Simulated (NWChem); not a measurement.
## Total energies of 1,1-difluoroethane (C2H4F2)

```xyz
8

C     -0.2826     1.3477     0.0000
C     -0.3226    -0.1618     0.0000
F      0.3218    -0.6507    -1.1072
F      0.3218    -0.6507     1.1072
H      0.7727     1.6836     0.0000
H     -0.7881     1.7459    -0.9006
H     -0.7881     1.7459     0.9006
H     -1.3583    -0.5777     0.0000
```
Charge 0, spin multiplicity 1.

All runs are NWChem calculations. Structure: optimised with PBE/def2-SVP, a minimum by its harmonic frequencies.

Basis set: def2-SVP (76 functions).

```csv
method,total energy (Ha)
RHF,-276.72776
MP2,-277.37779
B2PLYP,-277.85354
PBE,-277.79847
B3LYP,-278.09656
TPSS,-278.12381
CCSD(T),-277.42354
```

Total energies of different functionals aren't comparable as a measure of quality: only differences taken within one method are. 

The correlated methods keep 4 core orbitals frozen. B3LYP has NWChem's definition, with VWN1-RPA local correlation. Coupled-cluster values serve here as a point of comparison, not as the truth.
